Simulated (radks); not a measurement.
Results of a calculation; reference values are marked as such.
Al II, configuration [Ne] 3s2.

Level of theory: non-relativistic Kohn-Sham, exchange-only B88, spin-polarised, spherical densities, point nucleus (a radial shooting solver on a logarithmic mesh with Libxc functionals).

Energy parts (hartree):
part                  energy
total             -241.68636
kinetic            241.68636
electron-nucleus  -574.46109
Hartree            108.95801
exchange           -17.86964

Orbitals (lengths in bohr, moments of r in powers of bohr; r(max) is where P^2 peaks; r(90%) holds 90 % of the orbital's charge):
| orbital | occ. | eigenvalue (hartree) | <r> | <r^4> | r(max) | r(90%) |
|---|---|---|---|---|---|---|
| 1s | 2 | -55.72062 | 0.1205 | 0.0009901 | 0.07869 | 0.215 |
| 2s | 2 | -4.21764 | 0.6284 | 0.4226 | 0.4978 | 0.995 |
| 2p | 6 | -2.82647 | 0.6039 | 0.4948 | 0.4280 | 1.02 |
| 3s | 2 | -0.51493 | 2.397 | 73.44 | 2.015 | 3.63 |

The highest occupied level is 3s at -14.012 eV. The electron density at the nucleus is 1408 e/bohr^3. Summed over all electrons, <r^2> = 17.07 bohr^2, which gives a Langevin (diamagnetic) susceptibility term of -13.5 x 10^-6 cm^3/mol.
